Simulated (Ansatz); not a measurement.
The first iterations of a band of CH$_{8}$OSi$_{3}$ (13 atoms, charge 0, multiplicity 1).

The calculation used Ansatz, RKS r2SCAN-D4/STO-3G.

| Property | Result |
| --- | --- |
| movable images | 7 |
| climbing image | yes |
| spring | 5.0 eV/Å² |
| optimiser | quadratic models (default) |
| start path | through a guess of the saddle point |
| force threshold | 0.05 eV/Å |
| iteration limit | 25 |
| end points | relaxed |

Initial state:

```xyz
13
Properties=species:S:1:pos:R:3
C -2.077 -0.122 0.255
Si -0.254 -0.286 0.695
Si 1.194 -1.123 -0.835
O 2.107 0.366 -0.866
Si 1.175 1.400 0.190
H -2.580 -1.096 0.292
H -2.213 0.285 -0.754
H -2.594 0.544 0.956
H -0.135 -0.830 2.036
H 2.061 -2.237 -0.478
H 0.669 -1.434 -2.158
H 2.029 1.961 1.228
H 0.639 2.539 -0.544
```

Final state:

```xyz
13
Properties=species:S:1:pos:R:3
C -2.078 -0.151 0.244
Si -0.254 -0.341 0.669
Si 1.201 -1.049 -0.920
O 2.119 0.434 -0.818
Si 1.171 1.385 0.302
H -2.597 0.455 0.997
H -2.577 -1.126 0.204
H -2.218 0.335 -0.728
H -0.132 -0.988 1.962
H 2.063 -2.193 -0.660
H 0.678 -1.241 -2.267
H 2.013 1.876 1.382
H 0.631 2.568 -0.355
```

| iteration | highest image above the first end (eV) | largest band force component (eV/Å) |
| --- | --- | --- |
| 1 | 1.569 | 6.588 |
| 2 | 0.308 | 1.609 |
| 3 | 0.160 | 0.634 |
| 4 | 0.110 | 0.359 |

Question: Does the band converge within its limit, and where does its top end?

Answer: It converged. It ended after 14 iterations with the highest image 0.047 eV above the first end. A vibrational analysis at the climbing image gives one clearly imaginary mode, 136i cm⁻¹: a first-order saddle point. Limits of this set-up: minimal basis.

Run time: 16 min on 1 thread of Intel(R) Xeon(R) Processor @ 2.50GHz (Skylake/Cascade Lake) (shared host), peak memory 0.15 GiB.
